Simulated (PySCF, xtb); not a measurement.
WO2F, SMILES [F][W+](=[O])=[O], charge +1, multiplicity 1.

GFN2-xTB run with xtb at its own geometry gives an orbital gap of 2.03 eV.

The structure is a stationary point at PBE0-D3(BJ)/def2-TZVP. The multiplicity is an assumed one; other spin states were not compared. The isomer is the one that the SMILES or the coordinates give; other isomers of the formula were not compared. The def2 effective core potentials stand for the cores of W; spin–orbit coupling is left out.

Problem. What does PySCF with PBE0/def2-TZVPD give? (The exact figures need the calculation; the answer reports its results.)

Solution. gap 4.86 eV (levels -16.22 and -11.36 eV).
